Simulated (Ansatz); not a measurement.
A nudged elastic band was laid between two geometries of CH6OSi + H2Se (12 atoms, charge 0, multiplicity 1).

Computed with Ansatz 0.2.0, RKS PBE0/def2-SVP.

```yaml
movable_images: 5
climbing_image: yes
spring: 5.0 eV/Å²
optimiser: quadratic models (default)
start_path: through a guess of the saddle point
force_threshold: 0.05 eV/Å
iteration_limit: 60
end_points: relaxed
```

Initial state:

```xyz
12
Properties=species:S:1:pos:R:3
Si -0.075 -0.128 1.703
H 1.328 -0.536 1.977
O -0.251 -0.181 0.041
C -1.439 0.144 -0.632
H -1.036 -1.063 2.366
H -0.330 1.255 2.213
H 3.325 0.436 -1.492
Se 2.402 -0.300 -2.366
H -2.263 -0.542 -0.365
H -1.766 1.178 -0.419
H -1.262 0.061 -1.715
H 1.365 -0.325 -1.313
```

Final state:

```xyz
12
Properties=species:S:1:pos:R:3
Si 0.145 -0.199 0.472
H 3.582 -0.001 2.251
O -1.386 -0.575 -0.039
C -2.230 0.273 -0.771
H 0.621 -1.403 1.197
H 0.160 1.026 1.327
H 3.411 0.062 1.511
Se 1.558 0.343 -1.244
H -2.503 1.177 -0.196
H -1.764 0.596 -1.718
H -3.155 -0.273 -1.008
H 1.561 -1.028 -1.782
```

Problem. Which bonds break or form, and what moves?

Solution. Bonds broken: Si1–H2, H7–Se8. Bonds formed: Si1–Se8, H2–H7. CH6OSi + H2Se becomes CH6OSeSi + H2.

Problem. What energy profile does the band end with?

Solution. The forces met the threshold. The highest image is number 4 of 0 to 6, 1.73 eV above the first end and 2.08 eV above the last; the last end lies 0.35 eV below the first. Neighbouring images differ by up to 1.8 eV, so the band resolves the path poorly. A vibrational analysis at the climbing image gives one clearly imaginary mode, 1021i cm⁻¹: a first-order saddle point. The orbitals stay closed-shell, which can raise the energy where a bond breaks towards radicals; this wasn't checked here.

```json
{"image": "0", "path coordinate (Å)": "0.00", "energy (eV)": "0.00", "Si1–H2 (Å)": "1.49", "H7–Se8 (Å)": "1.47", "Si1–Se8 (Å)": "4.77"}
{"image": "1", "path coordinate (Å)": "1.80", "energy (eV)": "0.03", "Si1–H2 (Å)": "1.49", "H7–Se8 (Å)": "1.47", "Si1–Se8 (Å)": "4.69"}
{"image": "2", "path coordinate (Å)": "3.59", "energy (eV)": "0.06", "Si1–H2 (Å)": "1.50", "H7–Se8 (Å)": "1.47", "Si1–Se8 (Å)": "4.35"}
{"image": "3", "path coordinate (Å)": "5.38", "energy (eV)": "0.13", "Si1–H2 (Å)": "1.50", "H7–Se8 (Å)": "1.47", "Si1–Se8 (Å)": "3.93"}
{"image": "4", "path coordinate (Å)": "7.18", "energy (eV)": "1.73", "Si1–H2 (Å)": "1.71", "H7–Se8 (Å)": "1.78", "Si1–Se8 (Å)": "2.76"}
{"image": "5", "path coordinate (Å)": "8.83", "energy (eV)": "-0.09", "Si1–H2 (Å)": "2.71", "H7–Se8 (Å)": "2.57", "Si1–Se8 (Å)": "2.32"}
{"image": "6", "path coordinate (Å)": "10.48", "energy (eV)": "-0.35", "Si1–H2 (Å)": "3.88", "H7–Se8 (Å)": "3.33", "Si1–Se8 (Å)": "2.29"}
```

Problem. What is the geometry of the highest image?

Solution. 
```xyz
12
Properties=species:S:1:pos:R:3
Si 0.370 -0.172 1.097
H 2.059 -0.369 1.245
O -1.011 -0.568 0.270
C -1.717 0.123 -0.719
H 0.295 -1.288 2.084
H 0.394 1.203 1.667
H 2.129 0.044 0.338
Se 1.575 0.730 -1.212
H -2.111 1.085 -0.346
H -1.075 0.339 -1.593
H -2.564 -0.502 -1.041
H 1.657 -0.623 -1.790
```

The band took 25 iterations and roughly 5 core-minutes.

Time of the run: 2.7 min on 2 threads of AMD EPYC 9R45 96-Core Processor (Zen 5), with other jobs on the host, peak memory 0.33 GiB.
